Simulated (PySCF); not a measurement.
BGeH5O2S, SMILES OB(O)[S][GeH3].

Coordinates come from a PBE0-D3(BJ)/def2-SVP optimisation. The structure was generated by enumeration, and PubChem lists no compound with its InChIKey, so it may never have been made. The values are those of a single conformer.

Level of theory: PySCF with PBE0-D3(BJ)/def2-SVP.

Frequencies are harmonic and unscaled.

Computed vibrational spectrum:
| mode | ν (cm⁻¹) | IR (km/mol) | moving atoms (share of kinetic energy) |
|---|---|---|---|
| 1 | 47 | 0.6 | O 46 %, S 29 %, H 16 %, Ge 8 % |
| 2 | 103 | 2.0 | O 38 %, H 30 %, Ge 18 %, S 11 % |
| 3 | 148 | 1.3 | H 66 %, O 16 %, Ge 10 % |
| 4 | 294 | 1.1 | O 52 %, Ge 18 %, H 13 %, B 12 % |
| 5 | 401 | 2.8 | O 48 %, S 34 %, H 16 % |
| 6 | 446 | 37.9 | S 64 %, Ge 16 %, O 11 % |
| 7 | 479 | 18.0 | H 82 %, O 14 % |
| 8 | 539 | 176.7 | H 94 % |
| 9 | 571 | 3.1 | H 78 %, B 15 % |
| 10 | 574 | 11.2 | H 50 %, B 40 % |
| 11 | 590 | 59.8 | H 47 %, B 33 %, O 13 % |
| 12 | 652 | 24.0 | O 42 %, S 21 %, B 20 %, H 16 % |
| 13 | 846 | 247.8 | H 97 % |
| 14 | 880 | 36.9 | H 99 % |
| 15 | 886 | 42.7 | H 99 % |
| 16 | 994 | 247.5 | H 79 %, O 20 % |
| 17 | 1001 | 38.9 | H 76 %, O 20 % |
| 18 | 1266 | 600.0 | B 55 %, O 33 %, H 11 % |
| 19 | 1496 | 227.6 | B 73 %, O 22 % |
| 20 | 2116 | 117.2 | H 99 % |
| 21 | 2172 | 83.9 | H 99 % |
| 22 | 2194 | 85.6 | H 99 % |
| 23 | 3909 | 89.9 | H 94 % |
| 24 | 3937 | 110.3 | H 94 % |
